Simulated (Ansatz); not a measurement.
CH9BOSi2, SMILES `[SiH3]BOC[SiH3]` at its PBE0-D4/def2-TZVP geometry, where that method's forces vanish. Total charge 0; spin multiplicity 1.

| atom | x (Å) | y (Å) | z (Å) |
| --- | --- | --- | --- |
| Si1 | -1.584 | -1.155 | -2.106 |
| B2 | -0.498 | -0.218 | -0.676 |
| O3 | 0.057 | -0.942 | 0.303 |
| C4 | 0.834 | -0.384 | 1.361 |
| Si5 | 1.165 | 1.487 | 1.365 |
| H6 | -1.044 | -0.821 | -3.455 |
| H7 | -2.992 | -0.665 | -2.068 |
| H8 | -1.598 | -2.635 | -1.957 |
| H9 | -0.343 | 0.980 | -0.686 |
| H10 | 0.344 | -0.652 | 2.304 |
| H11 | 1.798 | -0.903 | 1.364 |
| H12 | -0.074 | 2.290 | 1.517 |
| H13 | 1.918 | 1.930 | 0.165 |
| H14 | 2.017 | 1.687 | 2.570 |

For each bond, give half the difference of the two atoms' forces along it (eV/Å; positive pushes the atoms apart) under PBE-D4, r2SCAN-D4, B3LYP-D4, ωB97M-V in def2-TZVPP. (Best estimate.)

Ansatz gave: 
```csv
bond,length (Å),PBE-D4,r2SCAN-D4,B3LYP-D4,ωB97M-V
Si1–B2,2.024,-0.21,-0.06,0.00,0.01
Si1–H6,1.491,0.10,-0.01,-0.06,-0.11
Si1–H7,1.492,0.10,-0.01,-0.06,-0.11
Si1–H8,1.488,0.09,-0.02,-0.05,-0.10
B2–O3,1.339,0.31,0.12,0.04,0.11
B2–H9,1.209,0.00,-0.06,-0.14,-0.14
O3–C4,1.426,0.28,0.32,0.31,0.26
C4–Si5,1.900,-0.07,-0.06,0.08,0.01
C4–H10,1.095,0.09,-0.06,-0.12,-0.11
C4–H11,1.095,0.09,-0.06,-0.12,-0.11
Si5–H12,1.484,0.05,-0.03,-0.08,-0.11
Si5–H13,1.484,0.06,-0.03,-0.08,-0.11
Si5–H14,1.489,0.08,-0.03,-0.10,-0.12
```

B3LYP here is the variant with VWN-RPA as its local correlation; programs differ in this.
